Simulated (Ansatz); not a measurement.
System: AlSiH5, charge 0, singlet. AlSiH5 (SMILES [SiH3][AlH2]).
B3LYP-D3(BJ)/def2-TZVP minimum from Ansatz (a quantum-chemistry and plane-wave program):
```xyz
7

Al     0.0350    -0.6152    -1.1536
H     -1.2824    -0.7309    -2.0247
H      1.3801    -1.2296    -1.7191
Si    -0.0283     0.5372     1.0189
H     -0.0606     2.0113     0.8087
H      1.1517     0.2406     1.8719
H     -1.2470     0.1851     1.7951
```

Total energies in cc-pV(T+d)Z, 12 correlated electrons, 10 frozen orbitals. Open shells are spin-unrestricted; no spin-orbit coupling. Cores are frozen in correlated methods. No relativity.

```tsv
method	program	energy (Eh)	minus CCSDT(Q) (mEh)
HF	Ansatz	-533.76067	267.72
MP2	Ansatz	-533.97490	53.49
CCSD	Ansatz	-534.01987	8.52
CCSD(T)	Ansatz	-534.02687	1.52
CCSDT(Q)	Ansatz	-534.02839	0.00
```

Rough core times of Ansatz's runs on a shared machine: CCSD(T) under 20 s, CCSDT(Q) 80 min.
